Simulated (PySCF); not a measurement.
Compound: CH₅FN₂Si.
SMILES: `N(=C)N[SiH2]F`

Jobs on this species (10 atoms, 48 electrons) with PySCF (density fitting). Hardware of each: an Arm Neoverse N1 with one thread, on a shared host. Other jobs ran on the host; a repeat could differ by tens of per cent or more. Peak memory is the resident size of the whole Python process, interpreter and libraries included.

```csv
level and settings,work,basis functions,SCF cycles,wall time,peak memory
"delta-SCF UKS SCAN, pcX-2 on the ionised atom, pcseg-1 elsewhere, spin-free X2C","ΔSCF core ionisation, 6 holes",141,?,?,?
"delta-SCF UKS B3LYP, pcX-2 on the ionised atom, pcseg-1 elsewhere, spin-free X2C","ΔSCF core ionisation, 6 holes",141,?,?,?
"delta-SCF UKS SCAN, def2-TZVP on the ionised atom, pcseg-1 elsewhere, spin-free X2C","ΔSCF core ionisation, 6 holes",118,?,?,?
"delta-SCF UKS SCAN, pcX-1 on the ionised atom, pcseg-1 elsewhere, spin-free X2C","ΔSCF core ionisation, 6 holes",121,106,35 s,0.50 GiB
"delta-SCF UKS PBE, pcX-2 on the ionised atom, pcseg-1 elsewhere, spin-free X2C","ΔSCF core ionisation, 6 holes",141,101,27 s,0.50 GiB
"delta-SCF UKS PBE0, pcX-2 on the ionised atom, pcseg-1 elsewhere, spin-free X2C","ΔSCF core ionisation, 6 holes",141,90,46 s,0.50 GiB
"PBE0-D3(BJ)/def2-SVP, grid level 1",geometry optimisation from a GFN2-xTB start shaken at random,99,50,33 s,0.41 GiB
"delta-SCF UKS SCAN, pcX-2 on the ionised atom, pcseg-1 elsewhere, non-relativistic","ΔSCF core ionisation, 6 holes",141,108,42 s,0.50 GiB
```

**Question.** Fill in the missing figures.

**Answer.** 
- delta-SCF UKS SCAN, pcX-2 on the ionised atom, pcseg-1 elsewhere, spin-free X2C; ΔSCF core ionisation, 6 holes: 42 s, 0.45 GiB, 108 SCF cycles
- delta-SCF UKS B3LYP, pcX-2 on the ionised atom, pcseg-1 elsewhere, spin-free X2C; ΔSCF core ionisation, 6 holes: 48 s, 0.50 GiB, 93 SCF cycles
- delta-SCF UKS SCAN, def2-TZVP on the ionised atom, pcseg-1 elsewhere, spin-free X2C; ΔSCF core ionisation, 6 holes: 39 s, 0.50 GiB, 105 SCF cycles

**Question.** What do all jobs in the table cost together?

**Answer.** About 5.2 min; the longest takes about 15 % of that, and about 1.8 times as long as the shortest.
